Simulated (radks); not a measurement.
Values are calculated unless marked as measured or tabulated.
The nuclear charge of the holmium ion Ho+ is varied continuously with 66 electrons held in [Xe] 4f11 6s1. Code: a radial shooting solver on a logarithmic mesh with Libxc functionals. Model: Dirac Kohn-Sham, PBE, spin-unpolarised, spherical densities, point nucleus; open shells fill j = l - 1/2 first. By the Hellmann-Feynman theorem dE/dZ = E(electron-nucleus)/Z, the electronic potential at the nucleus.

| Z | E (hartree) | E(electron-nucleus)/Z (hartree) | HOMO | e(HOMO) (eV) | <r> HOMO (bohr) |
|---|---|---|---|---|---|
| 66.6 | -12442.9647 | -461.170 | 4f7/2 | -3.742 | 0.9170 |
| 66.8 | -12535.4089 | -463.271 | 4f7/2 | -6.310 | 0.8861 |
| 67 | -12628.2730 | -465.369 | 6s1/2 | -8.948 | 3.674 |
| 67.2 | -12721.5566 | -467.466 | 6s1/2 | -10.425 | 3.553 |
| 67.4 | -12815.2595 | -469.563 | 6s1/2 | -11.970 | 3.444 |
| 67.6 | -12909.3818 | -471.660 | 6s1/2 | -13.580 | 3.344 |
| 67.8 | -13003.9235 | -473.758 | 6s1/2 | -15.250 | 3.253 |
| 68 | -13098.8851 | -475.857 | 6s1/2 | -16.977 | 3.169 |

The central difference of E at Z = 67 is -465.369 hartree, to compare with the third column; the second derivative is -10.5 hartree.
